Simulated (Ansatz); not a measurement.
Steps of a relaxation of CH6BNS (`BSCN`) with RKS PBE-D4/def2-SVP.

```sh
$ ansatz run in.yaml --threads 2 --pin off --events-out ev --progress --plain --max-ram 4352MiB
```

```yaml
crystal:
  periodic: [false, false, false]
  atoms:
    - {symbol: B, position_ang: [-0.984800, 1.587600, 0.184800]}
    - {symbol: S, position_ang: [-1.184400, -0.052700, 1.016900]}
    - {symbol: C, position_ang: [0.428000, -0.642900, 0.471300]}
    - {symbol: N, position_ang: [0.536300, -0.895000, -0.953300]}
    - {symbol: H, position_ang: [-1.395100, 1.759400, -0.960200]}
    - {symbol: H, position_ang: [-0.563100, 2.561900, 0.753800]}
    - {symbol: H, position_ang: [0.721900, -1.578000, 1.042000]}
    - {symbol: H, position_ang: [1.278700, 0.125300, 0.728100]}
    - {symbol: H, position_ang: [-0.178500, -1.691700, -1.090400]}
    - {symbol: H, position_ang: [1.424100, -1.225000, -1.189900]}
basis:
  gaussian: {orbitals: def2-SVP}
hamiltonian: {xc: pbe, dispersion: d4}
relax: {f_tol: 0.03, max_steps: 200}
```

Positions (Å) and forces (eV/Å) along the path, 14 of 23 steps:

```xyz
10
step=1 energy=-14120.1799 eV
B    -0.985    1.588    0.185   -0.564    0.133   -0.740
S    -1.184   -0.053    1.017   -0.363   -0.112    0.273
C     0.428   -0.643    0.471    3.062    0.371    0.287
N     0.536   -0.895   -0.953   -4.388   -0.289    0.234
H    -1.395    1.759   -0.960    0.089   -0.134    0.238
H    -0.563    2.562    0.754    0.338    0.073    0.325
H     0.722   -1.578    1.042   -0.602    0.594    0.413
H     1.279    0.125    0.728   -1.180   -0.879   -0.092
H    -0.178   -1.692   -1.090    1.291    1.195   -0.429
H     1.424   -1.225   -1.190    2.316   -0.952   -0.509
10
step=3 energy=-14120.6304 eV
B    -0.994    1.524    0.107   -0.376    0.314   -0.086
S    -1.175   -0.092    1.015   -0.323    0.258   -0.331
C     0.499   -0.638    0.519   -0.027   -0.441    0.201
N     0.530   -0.839   -0.931    0.519    0.041    0.216
H    -1.634    1.747   -0.936    0.153   -0.004    0.637
H    -0.328    2.418    0.657    0.100   -0.501   -0.507
H     0.653   -1.528    1.188    0.119   -0.022   -0.278
H     1.262    0.106    0.816    0.119    0.178   -0.054
H    -0.183   -1.523   -1.222   -0.008    0.060    0.133
H     1.453   -1.226   -1.210   -0.277    0.118    0.069
10
step=4 energy=-14120.7803 eV
B    -1.019    1.512    0.096   -0.190    0.199   -0.216
S    -1.204   -0.110    0.992   -0.126    0.442   -0.501
C     0.498   -0.640    0.538   -0.231   -0.392    0.212
N     0.550   -0.813   -0.914    0.652    0.073    0.192
H    -1.754    1.786   -0.883    0.251   -0.006    0.869
H    -0.189    2.332    0.550   -0.183   -0.616   -0.541
H     0.647   -1.539    1.191    0.129   -0.069   -0.231
H     1.244    0.109    0.850    0.148    0.263    0.044
H    -0.163   -1.482   -1.229   -0.123   -0.051    0.081
H     1.473   -1.207   -1.188   -0.328    0.159    0.090
10
step=5 energy=-14120.9618 eV
B    -1.036    1.500    0.068   -0.022    0.253   -0.050
S    -1.233   -0.121    0.946    0.094    0.539   -0.568
C     0.491   -0.645    0.556    0.030   -0.139    0.214
N     0.580   -0.795   -0.893    0.131    0.058    0.120
H    -1.878    1.860   -0.788    0.373   -0.077    0.824
H    -0.076    2.243    0.425   -0.516   -0.719   -0.565
H     0.650   -1.562    1.178    0.041   -0.032   -0.086
H     1.229    0.116    0.887   -0.088    0.067    0.070
H    -0.140   -1.455   -1.219   -0.005    0.015    0.013
H     1.496   -1.193   -1.156   -0.038    0.035    0.028
10
step=7 energy=-14121.2880 eV
B    -1.087    1.529    0.067    0.116    0.477   -0.415
S    -1.238   -0.091    0.820   -0.022    0.166   -0.083
C     0.495   -0.663    0.574    0.025   -0.124   -0.150
N     0.666   -0.792   -0.871    0.155   -0.090    0.097
H    -2.095    2.001   -0.498    0.493   -0.089    0.620
H     0.016    2.123    0.110   -0.704   -0.434   -0.194
H     0.582   -1.598    1.185    0.030    0.032   -0.053
H     1.227    0.077    0.963   -0.133    0.022    0.076
H    -0.060   -1.416   -1.252    0.055    0.017    0.038
H     1.577   -1.221   -1.096   -0.016    0.023    0.064
10
step=9 energy=-14121.4867 eV
B    -1.117    1.575    0.049   -0.004    0.247   -0.161
S    -1.246   -0.045    0.752   -0.104    0.031    0.078
C     0.471   -0.686    0.553    0.082   -0.019   -0.103
N     0.738   -0.820   -0.867    0.131   -0.121    0.036
H    -2.175    2.161   -0.141    0.219   -0.049    0.146
H    -0.021    2.058   -0.216   -0.278   -0.126    0.011
H     0.502   -1.627    1.160   -0.022    0.064    0.017
H     1.184    0.040    1.001   -0.062   -0.059    0.010
H     0.070   -1.488   -1.277    0.045    0.003   -0.024
H     1.678   -1.218   -1.010   -0.007    0.030   -0.010
10
step=11 energy=-14121.5013 eV rejected
B    -1.147    1.635    0.020    0.059   -0.072    0.041
S    -1.254    0.043    0.783    0.206   -0.010    0.236
C     0.451   -0.748    0.535   -0.610    0.347   -0.070
N     0.750   -0.856   -0.866   -0.142    0.142    0.510
H    -2.140    2.323    0.145   -0.023    0.000   -0.081
H    -0.147    2.000   -0.561    0.008    0.005    0.032
H     0.343   -1.689    1.122    0.078   -0.090   -0.046
H     1.200   -0.115    1.045   -0.021    0.092    0.018
H     0.276   -1.673   -1.244   -0.071   -0.285   -0.366
H     1.752   -0.971   -0.977    0.516   -0.128   -0.275
10
step=13 energy=-14121.5341 eV
B    -1.132    1.612    0.028   -0.031    0.031    0.068
S    -1.250    0.046    0.844    0.030    0.023   -0.085
C     0.424   -0.735    0.540   -0.009    0.030    0.055
N     0.735   -0.853   -0.860    0.031   -0.047    0.063
H    -2.137    2.297    0.078    0.044   -0.007   -0.018
H    -0.104    1.975   -0.507   -0.053   -0.040   -0.007
H     0.366   -1.683    1.128    0.007    0.002   -0.025
H     1.171   -0.082    1.032    0.016   -0.010    0.001
H     0.263   -1.661   -1.283    0.007    0.009   -0.027
H     1.746   -0.967   -0.998   -0.042    0.010   -0.025
10
step=14 energy=-14121.5348 eV
B    -1.128    1.616    0.036   -0.065   -0.056   -0.059
S    -1.248    0.057    0.866    0.060    0.063   -0.066
C     0.420   -0.741    0.546    0.033   -0.002    0.030
N     0.733   -0.848   -0.853   -0.032   -0.017    0.066
H    -2.127    2.307    0.081    0.048    0.012    0.029
H    -0.117    1.945   -0.554   -0.038   -0.018    0.056
H     0.354   -1.696    1.121   -0.011    0.021   -0.023
H     1.173   -0.103    1.047   -0.001   -0.014   -0.003
H     0.280   -1.659   -1.287   -0.022   -0.005   -0.016
H     1.743   -0.929   -1.001    0.029    0.017   -0.013
10
step=19 energy=-14121.5376 eV
B    -1.134    1.605    0.004    0.009   -0.038    0.018
S    -1.212    0.107    0.939   -0.011    0.047   -0.014
C     0.420   -0.762    0.569    0.044   -0.018    0.018
N     0.734   -0.827   -0.824    0.052    0.001   -0.027
H    -2.102    2.331    0.103   -0.005    0.006    0.000
H    -0.171    1.870   -0.684   -0.007   -0.003    0.006
H     0.296   -1.738    1.097    0.003    0.024   -0.012
H     1.203   -0.190    1.106   -0.030   -0.018   -0.015
H     0.308   -1.628   -1.299   -0.013   -0.010    0.002
H     1.741   -0.818   -1.008   -0.041    0.008    0.025
10
step=20 energy=-14121.5376 eV
B    -1.136    1.600   -0.004    0.030   -0.034    0.058
S    -1.205    0.120    0.960    0.020    0.038   -0.055
C     0.420   -0.767    0.573    0.025   -0.011    0.049
N     0.733   -0.823   -0.819    0.035    0.007   -0.010
H    -2.094    2.337    0.105   -0.018    0.009   -0.010
H    -0.180    1.849   -0.709   -0.021   -0.012   -0.004
H     0.284   -1.746    1.090    0.004    0.035   -0.021
H     1.207   -0.208    1.118   -0.033   -0.025   -0.023
H     0.317   -1.623   -1.302   -0.017   -0.018   -0.002
H     1.738   -0.790   -1.008   -0.026    0.011    0.019
10
step=21 energy=-14121.5377 eV
B    -1.135    1.603   -0.003    0.013   -0.053    0.010
S    -1.200    0.129    0.970    0.040    0.041   -0.039
C     0.420   -0.771    0.575    0.006   -0.006    0.052
N     0.735   -0.821   -0.815    0.055   -0.017   -0.027
H    -2.090    2.345    0.111    0.005    0.004   -0.004
H    -0.194    1.833   -0.736   -0.028   -0.003    0.027
H     0.273   -1.753    1.085    0.003    0.041   -0.024
H     1.210   -0.223    1.127   -0.036   -0.025   -0.025
H     0.326   -1.623   -1.303    0.005    0.013    0.012
H     1.739   -0.769   -1.007   -0.063    0.004    0.017
10
step=22 energy=-14121.5379 eV
B    -1.136    1.604   -0.002    0.013   -0.029    0.007
S    -1.201    0.125    0.963    0.008    0.030   -0.015
C     0.420   -0.770    0.573    0.008   -0.003    0.029
N     0.735   -0.823   -0.818    0.025   -0.020   -0.024
H    -2.093    2.343    0.111    0.008   -0.004   -0.003
H    -0.190    1.843   -0.724   -0.020   -0.002    0.015
H     0.277   -1.749    1.087    0.002    0.025   -0.014
H     1.208   -0.217    1.122   -0.022   -0.015   -0.015
H     0.323   -1.626   -1.302    0.008    0.015    0.010
H     1.739   -0.780   -1.006   -0.030    0.003    0.009
10
step=23 energy=-14121.5380 eV
B    -1.134    1.602   -0.002    0.007   -0.018    0.003
S    -1.197    0.130    0.971    0.003    0.018   -0.024
C     0.419   -0.771    0.574    0.005    0.002    0.028
N     0.733   -0.822   -0.817   -0.020   -0.012    0.005
H    -2.092    2.342    0.107    0.007    0.000    0.003
H    -0.191    1.837   -0.728   -0.016   -0.003    0.010
H     0.273   -1.751    1.084    0.002    0.015   -0.012
H     1.209   -0.223    1.124   -0.006   -0.011   -0.008
H     0.327   -1.627   -1.302    0.001    0.003    0.001
H     1.736   -0.769   -1.007    0.016    0.006   -0.005
```

Run time 38 s (2 threads of an Arm Neoverse V1 on a shared host); peak host memory 0.14 GiB.
